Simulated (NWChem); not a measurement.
Ionisation of FIn

```
In
F 1 2.0049
```
Charge 0, spin multiplicity 1.

Program: NWChem. Structure: optimised with B3LYP/def2-SVP with def2 effective core potentials on In, a minimum by its harmonic frequencies.

Basis set: def2-TZVPD. The species with one electron less has spin multiplicity 2 and keeps the geometry of the parent. Δ marks differences of total energies (open shells unrestricted). −ε marks an orbital energy of the parent. That orbital need not have the symmetry of the hole or added electron in the Δ rows.

Effective core potentials replace the inner electrons of In; spin-orbit coupling is left out. B3LYP has NWChem's definition, with VWN1-RPA local correlation. The structure started from a generated list of species. The stability of the SCF solutions was not checked.

Question: Order these methods by the first vertical ionisation energy they give, lowest first: −ε(HOMO) of HF, −ε(HOMO) of PBE, −ε(HOMO) of B3LYP, ΔPBE.

Answer: −ε(HOMO) of PBE (6.55 eV), −ε(HOMO) of B3LYP (7.51 eV), −ε(HOMO) of HF (9.60 eV), ΔPBE (10.01 eV)
